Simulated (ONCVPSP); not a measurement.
Pseudopotential generation for Mn (Z = 25): ONCV, LDA (Perdew-Wang 92), scalar-relativistic.

Mn (Z = 25), optimised norm-conserving Vanderbilt (ONCV), made with ONCVPSP 4.0.1 (LDA (Perdew-Wang 92), scalar-relativistic). Core [Ne], reference 3s2 3p6 3d5 4s1.5 4p0.5. Waves: 3s+4s: rc 1.45 bohr, ncon 3, nbas 8, qcut 7.1 1/bohr, 2 projectors; 3p+4p: rc 1.65 bohr, ncon 3, nbas 8, qcut 9.6 1/bohr, 2 projectors; 3d: rc 1.00 bohr, ncon 4, nbas 9, qcut 10.3 1/bohr, 3 projectors, debl 2.2 Ha. Local part: polynomial inside 0.90 bohr (lpopt 5, dvloc0 2 Ha). Core correction: none.

All-electron outer shells of the reference configuration (LDA (PZ), scalar-relativistic, ld1.x):

| shell | level (eV) | outermost node (bohr) | outermost maximum (bohr) |
| --- | --- | --- | --- |
| 2s | -743.01 | 0.08 | 0.23 |
| 2p | -630.58 | – | 0.19 |
| 3s | -86.24 | 0.34 | 0.74 |
| 3p | -55.33 | 0.31 | 0.75 |
| 3d | -7.82 | – | 0.75 |
| 4s | -5.82 | 1.05 | 2.47 |
| 4p | -1.89 | 1.16 | 3.30 |

Task: Estimate the cutoffs (Ha) at which the residual kinetic energy of the hardest occupied pseudo-wave falls to 1 and 0.1 mHa per electron.

Result: 206 Ha and 313 Ha.

Task: Does the potential have ghost states?

Result: No bound ghost flagged; GHOST(+) flags only above 600 eV.

Task: Which valence shell sets the plane-wave cutoff?

Result: 3d: 206 Ha for 1 mHa per electron, against 28 Ha for 3p.

Its largest configuration-test error is +0.4 meV (3s2 3p6 3d5 4s0 4p0). 1 of 4 tests not solved or not reliable.
